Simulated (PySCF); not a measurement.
**Basis and Hamiltonian dependence of the ionisation energy of Br²⁺**

Br²⁺ [Ar] 3d10 4s2 4p3 (4S) → Br³⁺ [Ar] 3d10 4s2 4p2 (3P). Calculated with PySCF 2.14 from differences of total energies of unrestricted determinants, without spin-orbit coupling. Values in eV.

```csv
basis,Hamiltonian,functions,UHF,LDA,PBE0,MP2 (valence),CCSD(T) (valence),CCSD(T) (valence and next inner shell)
aug-cc-pVDZ-PP with ECP10MDF,ECP,32,34.625,35.187,35.155,34.984,34.939,n/a
cc-pVTZ-PP with ECP10MDF,ECP,39,34.623,n/a,35.141,35.149,35.139,n/a
cc-pVTZ-DK,spin-free X2C,43,34.654,35.309,35.237,35.173,35.163,n/a
ANO-RCC-VTZP,spin-free X2C,43,34.661,35.317,35.243,35.176,n/a,35.223
aug-cc-pwCVDZ-PP with ECP10MDF,ECP,48,34.621,35.166,35.132,35.024,34.977,35.052
def2-TZVP,non-relativistic,48,34.592,n/a,35.187,35.115,35.100,n/a
aug-cc-pVTZ-PP with ECP10MDF,ECP,55,34.637,35.186,35.152,35.167,35.157,n/a
"x2c-TZVPPall with one added diffuse shell each of s, p, d type",spin-free X2C,57,34.646,35.313,35.237,35.169,n/a,35.203
aug-cc-pVTZ-DK,spin-free X2C,59,34.655,35.312,35.238,35.177,35.167,n/a
aug-cc-pwCVTZ-PP with ECP10MDF,ECP,96,34.625,35.174,35.138,35.168,35.158,n/a
dyall-ae2z,non-relativistic,97,34.512,n/a,n/a,34.923,34.872,n/a
def2-QZVPPD,non-relativistic,98,34.582,35.253,35.179,35.153,35.137,n/a
"aug-cc-pVQZ-PP with one added diffuse shell each of s, p, d, f, g type with ECP10MDF",ECP,114,34.633,35.182,35.147,35.208,n/a,n/a
aug-cc-pV5Z-PP with ECP10MDF,ECP,136,34.632,35.183,35.148,35.227,n/a,n/a
```

Frozen in the all-electron rows: valence: [Ar] 3d10; valence and next inner shell: [Ne]; with a core potential, the same shells as far as they lie outside it.

Non-relativistic rows lack the scalar-relativistic shift.

Between the lowest levels the reference is 34.871 ± 0.019 eV (measured; NIST Atomic Spectra Database, ionization energies); it includes spin-orbit coupling, which these numbers lack.
